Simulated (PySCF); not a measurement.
System: C2H7O2Si, charge -1, multiplicity 1. It need not be the lowest isomer of its formula. Whether it binds its extra electron was not tested at this geometry. 
Coordinates optimised at B3LYP-D3(BJ)/def2-TZVP (Ansatz):
SMILES: [Si]([CH2-])(O)(C)O
```xyz
12

Si     0.1280    -0.0341    -0.0158
C      1.5723    -1.0135     0.1014
C     -1.3196    -0.9245    -0.8676
O     -0.5174     0.4899     1.4932
O      0.2185     1.5022    -0.7503
H      2.5595    -0.5999     0.2917
H      1.5807    -2.0264    -0.2929
H     -1.1769    -0.9633    -1.9506
H     -2.2647    -0.4103    -0.6663
H     -1.4096    -1.9510    -0.5001
H     -0.0431    -0.0341     2.1473
H     -0.1628     2.1538    -0.1546
```
Charge -1, spin multiplicity 1.

Dispersion corrections to the total energy (kcal/mol) from the dftd3 and dftd4 libraries through PySCF: D3(BJ) without and D4 with the three-body term, each with the damping fitted for the functional named.

```csv
functional,D3(BJ),D4
B3LYP,(withheld),-10.36
B2PLYP,-4.61,-4.53
TPSSh,(withheld),-7.94
PBE,-5.59,-6.48
PBE0,-4.89,(withheld)
r2SCAN,-1.60,-1.64
CAM-B3LYP,-4.46,-5.51
```

What belongs in the gaps?


- B3LYP, D3(BJ): -9.79
- TPSSh, D3(BJ): -6.52
- PBE0, D4: -5.47
